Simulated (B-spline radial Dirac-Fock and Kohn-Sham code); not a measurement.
These are calculated numbers from a B-spline atomic structure program; the model is relaxed Dirac-Fock hole states (ΔSCF) with Breit and QED corrections and a finite nucleus. Free neutral atoms.

Question: Order these X-ray lines by photon energy, lowest first.
A. Yb Lβ6
B. Pm Lβ4
C. Cs Lℓ
D. Sm Lβ1
E. Ho Lβ7
F. La Lγ4

Answer: C (3792.3 eV), B (5959.5 eV), D (6205.7 eV), F (6259.2 eV), E (8013.7 eV), A (8450.5 eV).
